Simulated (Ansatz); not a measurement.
`CO[SiH2][SiH2]O` → `[CH2]` (triplet) + `O[SiH2][SiH2]O`  (formal loss of a carbene)

Gas-phase electronic energies from Ansatz, PBE0-D4/def2-TZVP geometries. CCSD(T)/CBS adds triple-zeta CCSD(T) − MP2 to the extrapolated MP2 energy (def2 sets, frozen cores). This one scheme is used for every species. DFT in def2-TZVPP. Triplets are unrestricted, without spin–orbit coupling. Each species was taken in one conformer, which may not be the lowest.

Question: Is it downhill or uphill in electronic energy at CCSD(T)/CBS, and by how much? (Estimate.)

Answer: Ansatz gave: Uphill: ΔE = +381.9 kJ/mol.

Question: What do these levels give: revPBE-D4, BLYP-D4, B97M-V, PBE0-D4, CAM-B3LYP-D4, PBE, r2SCAN, r2SCANh, LC-ωPBE, HF/def2-TZVPP, MP2/def2-TZVPP, MP2/CBS(def2)? (Estimate.)

Answer: The calculation gave: revPBE-D4 379.3, BLYP-D4 383.8, B97M-V 386.1, PBE0-D4 381.6, CAM-B3LYP-D4 386.2, PBE 385.7, r2SCAN 360.4, r2SCANh 358.0, LC-ωPBE 371.8, HF/def2-TZVPP 245.5, MP2/def2-TZVPP 381.1, MP2/CBS(def2) 389.8 kJ/mol.

Largest T1 diagnostic among the species: 0.012.

From r2SCAN to r2SCAN0 (25 % exact exchange), in def2-TZVPP and without D4, ΔE moves by −5.6 kJ/mol. In def2-TZVPP, CCSD(T) changes the Hartree–Fock value by +127.8 kJ/mol (the triples alone add +10.8 kJ/mol) and MP2 by +135.7 kJ/mol.
